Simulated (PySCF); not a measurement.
**Ionisation energy of Al⁺ by level of theory**

Al⁺ [Ne] 3s2 (1S) → Al²⁺ [Ne] 3s1 (2S), as a difference of total energies. Computed with PySCF 2.14 in cc-pV(D+d)Z, with no relativity, point nucleus. Correlated levels: valence: [Ne] frozen. The calculations carry no spin-orbit coupling.

| method | ionisation energy (eV) | error (eV) |
| --- | --- | --- |
| UHF | 17.544 | -1.285 |
| TPSS | 18.655 | -0.174 |
| PBE0 | 18.691 | -0.138 |
| MP2 (valence) | 18.233 | -0.596 |
| SCS-MP2 (valence) | 18.371 | -0.458 |
| CCSD (valence) | 18.596 | -0.233 |

Reference: 18.829 eV (measured; NIST Atomic Spectra Database, ionization energies).

Errors of the correlated levels include the incompleteness of this basis and the frozen core.

With two correlated electrons CCSD is exact in that space.
